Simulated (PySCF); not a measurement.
YSBr: bending curve

These are results of PySCF, PBE0, basis Y def2-TZVP with ECP28, S def2-TZVP, Br def2-TZVP (scalar-relativistic core potentials, no spin–orbit coupling, density fitting), not measurements.

Rigid scan from the singlet minimum (Y–Br 2.618 Å, Y–S 2.283 Å; Br–Y–S 119.2°). Coordinate: the S–Y–Br angle, bonds fixed. Energies in kJ/mol from the minimum.

| bond angle (°) | E (kJ/mol) | dipole size (D) |
| --- | --- | --- |
| 80 | 77.5 | 9.45 |
| 90 | 36.0 | 9.09 |
| 100 | 13.4 | 8.66 |
| 110 | 2.7 | 8.14 |
| 120 | 0.0 | 7.52 |
| 130 | 3.0 | 6.78 |
| 140 | 9.7 | 5.91 |
| 150 | 18.3 | 4.93 |
| 160 | 26.4 | 3.91 |
| 170 | 32.4 | 3.04 |
| 180 | 34.7 | 2.66 |

With the bonds held, the linear shape lies 34.7 kJ/mol from the minimum.

Other isomers or separated fragments may lie lower.

The scan took about 100 core-seconds on a shared host.
